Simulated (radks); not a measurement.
Au2+, configuration [Xe] 4f14 5d9.

Calculated with a radial shooting solver on a logarithmic mesh with Libxc functionals: scalar-relativistic Kohn-Sham, r2SCAN, spin-polarised, spherical densities, finite nucleus; open shells are filled with parallel spins first (spin-orbit coupling, left out, can overturn this in heavy ions); meta-GGA in the generalised Kohn-Sham scheme; Fermi nuclear charge, rms radius 5.4371 fm.

Energy parts (hartree):
total: -19008.6744
kinetic: 21257.9397
electron-nucleus: -47230.3749
Hartree: 7325.9997
exchange-correlation: -362.2388

Orbitals (lengths in bohr, moments of r in powers of bohr; r(90%) holds 90 % of the orbital's charge):
orbital  occ.  eigenvalue (hartree)  r(90%)       <r^4>
1s down     1             -2971.741  0.0308   4.253e-07
1s up       1             -2971.741  0.0308   4.253e-07
2s up       1             -526.0426   0.111  0.00006230
2s down     1             -526.0384   0.111  0.00006230
2p up       3             -454.8582   0.105  0.00005059
2p down     3             -454.8549   0.105  0.00005059
3s up       1             -125.1736   0.269    0.002246
3s down     1             -125.1730   0.269    0.002246
3p up       3             -104.4338   0.277    0.002472
3p down     3             -104.4329   0.277    0.002472
3d up       5             -82.21466   0.260    0.001906
3d down     5             -82.21210   0.260    0.001906
4s up       1             -28.03185   0.583     0.05036
4s down     1             -28.02844   0.583     0.05037
4p up       3             -21.20137   0.628     0.06725
4p down     3             -21.19846   0.628     0.06725
4d up       5             -12.95254   0.683     0.09345
4d down     5             -12.94906   0.683     0.09337
5s up       1              -4.86825    1.33       1.373
5s down     1              -4.84513    1.33       1.365
4f up       7              -3.81347   0.801      0.1881
4f down     7              -3.80843   0.800      0.1868
5p up       3              -3.06193    1.56       2.543
5p down     3              -3.03322    1.55       2.529
5d up       5              -1.02682    2.27       11.57
5d down     4              -0.99520    2.29       11.93

The highest occupied level is 5d down at -27.081 eV. The spin density at the nucleus is -6.676 e/bohr^3 (1s -0.019, 2s -1.187, 3s 0.294, 4s 1.921, 5s -7.685). Spin moment in Bohr magnetons: 1. The density falls to 0.001 e/bohr^3 at r = 3.48 bohr.
